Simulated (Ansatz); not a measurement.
Species: H3Ga, SMILES `[GaH3]` (charge 0, multiplicity 1), formula H$_{3}$Ga.

**Question.** How many basis functions does frozen-core CCSD(T)/cc-pVTZ // r2SCAN-D4/def2-TZVP (Ansatz, a program for electronic structure) use, how many core orbitals are frozen, and how many electrons are correlated?

**Answer.** 85 basis functions and 9 frozen orbitals, which leaves 16 correlated electrons (filled d shells below the valence shell are correlated). Core time is of the order of seconds.
